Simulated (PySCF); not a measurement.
**Where the electron goes**

Compound: C2H8OSi3.
Geometry (PBE0-D3(BJ)/def2-SVP, Å), atoms numbered from 1 in this order:
```
atom  x, y, z in Å
Si1    3.280    0.123   -0.736
C2     1.663    0.015    0.130
C3     0.584   -0.058    0.706
Si4   -1.043   -0.178    1.552
O5    -2.257    0.084    0.464
Si6   -2.669    0.064   -1.145
H7     3.058   -0.017   -2.204
H8     4.169   -0.973   -0.254
H9     3.909    1.444   -0.445
H10   -1.116    0.855    2.619
H11   -1.168   -1.542    2.139
H12   -4.001    0.717   -1.284
H13   -2.751   -1.343   -1.640
H14   -1.657    0.809   -1.951
```

Level of theory: TDDFT CAM-B3LYP/def2-SVPD, vertical, gas phase, core orbitals frozen in the response (PySCF).

Kohn–Sham orbitals with the atoms that hold most of them (Löwdin shares over 4%, at most four atoms; ? is withheld):

```csv
orbital,ε (eV),atoms
LUMO+2,0.91,"Si1 30%, Si4 14%, Si6 12%, C2 12%"
LUMO+1,0.42,"C2 27%, C3 27%, Si1 16%, Si4 13%"
LUMO,?,?
HOMO,-9.50,"C2 33%, C3 32%, Si4 9%, Si1 6%"
HOMO-1,-9.69,?
HOMO-2,-10.22,"O5 33%, Si6 17%, H13 15%, Si4 7%"
HOMO-3,-10.53,"O5 30%, Si6 26%, H12 17%, H14 16%"
```

(1) Give the leading atoms of the HOMO-1.

(2) Give the leading atoms of the LUMO.

(3) What is the LUMO energy, and the HOMO–LUMO gap?

Results:

(1) C3 (bonded to C and Si) 38%; C2 (bonded to C and Si) 38%; Si1 (bonded to C and 3 H) 8%; H7 (bonded to Si) 5%. By element: carbon 76%, silicon 8% or more, hydrogen 5% or more.

(2) C2 (bonded to C and Si) 22%; C3 (bonded to C and Si) 22%; Si4 (bonded to C, O and 2 H) 17%; Si1 (bonded to C and 3 H) 9%. By element: carbon 43%, silicon 26% or more.

(3) ε(LUMO) = 0.01 eV; the gap is 9.51 eV (0.3494 hartree).

**Question.** The HOMO–LUMO gap is 9.51 eV. Where does the response calculation put the lowest singlet, and from which orbitals?

**Answer.** S1 is at 5.39 eV (f = 0.0001), 4.12 eV below the gap, made of HOMO→LUMO (74%), HOMO-1→LUMO+1 (9%). Without the coupling terms of the response equations the lowest excitation would equal the gap.

**Question.** Give energy, strength and leading configuration of S1, S3 and S4, and follow the Löwdin shares of the leading atoms from the occupied to the empty orbital.

**Answer.** 
- S1 (5.39 eV, f 0.0001), HOMO→LUMO (74%): C2 33% → 22%, C3 32% → 22%
- S3 (5.79 eV, f 0.0004), HOMO-1→LUMO+1 (84%): C3 38% → 27%, C2 38% → 27%
- S4 (7.03 eV, f 0.0006), HOMO-2→LUMO (75%): O5 33% → at most 10%, Si6 17% → at most 10%, C2 at most 8% → 22%, C3 at most 8% → 22%

On Arm Neoverse V1, one thread, no GPU (shared host), this took 3.9 min of wall time.

One conformer stands for the species.
